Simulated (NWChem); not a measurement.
System: CH₅AlFNO; SMILES C[NH][Al]([OH])[F]

The following NWChem deck was run.

```
start job
memory heap 200 mb stack 900 mb global 1100 mb
geometry units angstroms noautosym nocenter noautoz
  Al    -0.068704    -0.496322    -0.000264
  F      0.879044    -1.863834    -0.001769
  N      0.701790     1.084982    -0.000296
  C      0.056068     2.378107     0.000216
  H      1.714092     1.150163    -0.000283
  H      0.310304     2.983310    -0.889886
  H      0.310532     2.982732     0.890658
  H     -1.037634     2.254449     0.000388
  O     -1.758155    -0.605828     0.001304
  H     -2.270908    -1.414014     0.000440
end
basis spherical
  Al library pcsseg-1
  F library pcsseg-1
  N library pcsseg-1
  C library pcsseg-1
  H library pcsseg-1
  O library pcsseg-1
end
dft
  xc xpbe96 cpbe96
  iterations 150
end
property
  shielding 9 1 2 3 4 5 6 8 9 10
  efieldgrad
end
task dft property
```

NWChem printed, in part:

```
             Northwest Computational Chemistry Package (NWChem) 7.3.0
             --------------------------------------------------------

                             Geometry "geometry" -> ""
                             -------------------------

 Output coordinates in angstroms (scale by  1.889725989 to convert to a.u.)

  No.       Tag          Charge          X              Y              Z
 ---- ---------------- ---------- -------------- -------------- --------------
    1 Al                  13.0000    -0.06870400    -0.49632200    -0.00026400
    2 F                    9.0000     0.87904400    -1.86383400    -0.00176900
    3 N                    7.0000     0.70179000     1.08498200    -0.00029600
    4 C                    6.0000     0.05606800     2.37810700     0.00021600
    5 H                    1.0000     1.71409200     1.15016300    -0.00028300
    6 H                    1.0000     0.31030400     2.98331000    -0.88988600
    7 H                    1.0000     0.31053200     2.98273200     0.89065800
    8 H                    1.0000    -1.03763400     2.25444900     0.00038800
    9 O                    8.0000    -1.75815500    -0.60582800     0.00130400
   10 H                    1.0000    -2.27090800    -1.41401400     0.00044000

 Effective nuclear repulsion energy (a.u.)     224.4556276774

  pbe96 is a nonlocal functional; adding pw91lda local functional.
                              NWChem Property Module
                              ----------------------

  itol2e modified to match energy
  convergence criterion.

                                 NWChem DFT Module
                                 -----------------

 Summary of "ao basis" -> "ao basis" (spherical)
 ------------------------------------------------------------------------------
       Tag                 Description            Shells   Functions and Types
 ---------------- ------------------------------  ------  ---------------------
 Al                         pcsseg-1                10       24   4s5p1d
 F                          pcsseg-1                 7       17   3s3p1d
 N                          pcsseg-1                 7       17   3s3p1d
 C                          pcsseg-1                 7       17   3s3p1d
 H                          pcsseg-1                 3        5   2s1p
 O                          pcsseg-1                 7       17   3s3p1d

  itol2e modified to match energy
  convergence criterion.

[...]

          -----------------------------------------
          Chemical Shielding Tensors (GIAO, in ppm)
          -----------------------------------------

                                NWChem CPHF Module
                                ------------------

  scftype          =     RHF
  nclosed          =       24
  nopen            =        0
  variables        =     2232
  # of vectors     =        3
  tolerance        = 0.10D-03
  level shift      = 0.00D+00
  max iterations   =       50
  max subspace     =       30

 SCF residual:    1.5892807980330983E-005

Iterative solution of linear equations
  No. of variables     2232
  No. of equations        3
  Maximum subspace       30
        Iterations       50
       Convergence  1.0D-04

   iter   nsub   residual    time
   ----  ------  --------  ---------
     1      3    5.92D-06      78.6

      Atom:    1  Al
        Diamagnetic
    798.6275     -1.0729     -0.0036
     -1.0729    799.1777      0.0032
     -0.0036      0.0032    793.7226

        Paramagnetic
   -330.9530     41.7945     -0.0508
     41.7945   -322.3301      0.0106
     -0.0508      0.0106   -402.6129

        Total Shielding Tensor
    467.6745     40.7216     -0.0544
     40.7216    476.8476      0.0138
     -0.0544      0.0138    391.1096

           isotropic =     445.2106
          anisotropy =     102.0443

          Principal Components and Axis System
                 1           2           3
              513.2401    431.2821    391.1096

      1         0.6664      0.7456      0.0011
      2         0.7456     -0.6664     -0.0007
      3        -0.0002     -0.0012      1.0000

      Atom:    2  F
        Diamagnetic
    470.6350    -12.4770     -0.0139
    -12.4770    480.3502      0.0208
     -0.0139      0.0208    461.4357

        Paramagnetic
   -121.0810    -56.4102     -0.0287
    -56.4102    -85.5058      0.0777
     -0.0287      0.0777   -142.4758

        Total Shielding Tensor
    349.5540    -68.8872     -0.0426
    -68.8872    394.8444      0.0985
     -0.0426      0.0985    318.9599

           isotropic =     354.4528
          anisotropy =     135.3905

          Principal Components and Axis System
                 1           2           3
              444.7131    318.9599    299.6854

      1        -0.5864      0.0015      0.8100
      2         0.8100      0.0000      0.5864
      3         0.0008      1.0000     -0.0012

      Atom:    3  N
        Diamagnetic
    323.3010      1.5921     -0.0043
      1.5921    336.3678      0.0061
     -0.0043      0.0061    298.1470

        Paramagnetic
    -56.4945      3.1218     -0.0069
      3.1218    -79.8893      0.0180
     -0.0069      0.0180    -81.2201

        Total Shielding Tensor
    266.8065      4.7139     -0.0112
      4.7139    256.4785      0.0241
     -0.0112      0.0241    216.9269

           isotropic =     246.7373
          anisotropy =      32.8458

          Principal Components and Axis System
                 1           2           3
              268.6345    254.6505    216.9269

      1         0.9324     -0.3616      0.0003
      2         0.3616      0.9324     -0.0006
      3        -0.0000      0.0007      1.0000

      Atom:    4  C
        Diamagnetic
    241.6179     -6.8327     -0.0030
     -6.8327    256.6972      0.0058
     -0.0030      0.0058    239.8696

        Paramagnetic
   -109.7728    -16.3015     -0.0031
    -16.3015    -87.3717      0.0049
     -0.0031      0.0049   -101.1543

[...]
```

Level: PBE/pcSseg-1, GIAO. All runs use the structure optimised with PBE0/def2-SVP. NWChem prints the field gradient with the sign opposite to the second derivative of the potential. The output numbers the shielded atoms by their place in the input's list. The printed shielding anisotropy is the first printed principal value minus the mean of the other two.
